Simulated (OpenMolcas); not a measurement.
Mo4+ among 4 point charges of -1 e arranged as a tetrahedron (Td).

```json
{"Program": "OpenMolcas", "Method": "CASSCF", "Basis": "ANO-RCC-VDZP [6s5p3d1f]", "Scalar Hamiltonian": "DKH2, point nucleus", "Active space": "2 electrons in 5 orbitals (4d)", "State averaging": "2S+1 = 3 even, 10 roots; 2S+1 = 1 even, 15 roots", "Spin-orbit coupling": "RASSI with atomic mean-field integrals over the reference wave functions"}
```

All point charges move together. At R = 1.94 Å |10Dq| is 2738 cm-1, and at R = 2.12 Å it is 1848 cm-1.

Problem. A third run gives 2293 cm-1. What distance was it run at?

Solution. With a power law R^-n the two known points give n = -ln(1848 / 2738) / ln(2.12 / 1.94) = 4.43. Then R = 1.94 × (2738 / 2293)^(1/4.43) = 2.019 Å. The run was at 2.02 Å, so the estimate is off by -0.001 Å.

Without dynamic correlation the repulsion within the d shell is too large (B by tens of per cent), so at a given field states of lower spin stand too high. The ground term spreads over less than 5000 cm-1, several times less than with real ligands, so orbital moments are less quenched and χT lies further from the spin-only value than at real sites. Spin-orbit coupling mixes the spin-free states strongly: the lowest level takes only 69 % from its leading state, 3A2 (holds for R = 2.12). This is an electrostatic model: the charges have no orbitals. No measured value stands beside these numbers.
